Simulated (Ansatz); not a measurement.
Strength of the Ge–H bond: C2H5ClGe → C2H4ClGe + H

Gas-phase species: C2H5ClGe `C=[CH][GeH2][Cl]`, singlet; C2H4ClGe `C=[CH][GeH][Cl]`, doublet; H atom, doublet. The bond broken is the one whose loss leaves C2H4ClGe `C=[CH][GeH][Cl]`, relaxed to its own shape; its unpaired electron may spread away from that site.

Shapes, held fixed at every level: PBE0-D4/def2-TZVP. Flexible molecules stand in one conformer, not always the lowest. Programs: Ansatz 0.2.0. The zero-point and thermal change to 298 K, harmonic and unscaled (PBE0-D4/def2-TZVP), is -17.9 kJ/mol.

```csv
level,kind,ΔH(298 K) (kJ/mol),less CCSD(T)/def2-TZVPP
MP2/def2-TZVPP,perturbation theory,+354.4,+4.5
HF/def2-SVP,Hartree–Fock,+268.7,-81.2
SPW92/def2-TZVPP,LDA,+361.7,+11.8
BHLYP-D4/def2-TZVPP,global hybrid,+341.8,-8.1
wB97X-V/def2-TZVPP,range-separated hybrid,+350.2,+0.3
B2PLYP/def2-TZVPP,double hybrid,+340.1,-9.8
CCSD(T)/def2-SVP,coupled cluster or CI,+339.2,-10.7
CCSD(T)/def2-TZVPP,coupled cluster or CI,+349.9,0.0
```

The highest level, CCSD(T)/def2-TZVPP, gives ΔH(298 K) = +349.9 kJ/mol; the levels span +268.7 to +361.7. The column of differences is taken from that level and isn't an error. Hartree–Fock misses the correlation of the pair that is broken and comes out low. No measured value is set beside it here. Spin contamination: C2H4ClGe (⟨S²⟩ up to 0.85). Open shells run unrestricted. Relativity is left out for Ge. Outer-core shells of Ge are correlated, in sets that cover them unevenly.
